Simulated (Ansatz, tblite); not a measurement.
Removing an electron: [WO3F]- (WO3F⁻). The state is a singlet with charge -1. Geometry: r2SCAN-D4/def2-SVPD. Ansatz, gas phase; energy differences of separate SCF runs; the oxidised species was run as a doublet alone.

```xyz
5

W    -0.0078   -0.0164    0.0205
O    -1.2639    0.7628    0.9699
O    -0.6306   -1.5245   -0.6307
O     1.3669   -0.3624    1.0583
F     0.5355    1.1406   -1.4180
```

In the def2 sets W takes a core potential; there is no spin–orbit coupling. The xTB rows come from tblite.

```tsv
level	−HOMO (eV)	vertical IE (eV)	−LUMO (eV)	HOMO–LUMO gap (eV)
GFN1-xTB	6.60	10.19	0.62	5.98
GFN2-xTB	5.90	9.54	1.23	4.67
r2SCAN-D4/def2-TZVPD	2.09	5.16	-3.43	5.52
```

Q: Estimate the rows for PBE-D4/def2-TZVPD, PBE0-D4/def2-TZVPD.

A: 
```tsv
level	−HOMO (eV)	vertical IE (eV)	−LUMO (eV)	HOMO–LUMO gap (eV)
PBE-D4/def2-TZVPD	1.77	5.03	-3.04	4.81
PBE0-D4/def2-TZVPD	3.33	5.40	-3.60	6.93
```

 Raw xTB energy differences between charge states are shifted by several eV; the methods need an empirical correction for them.
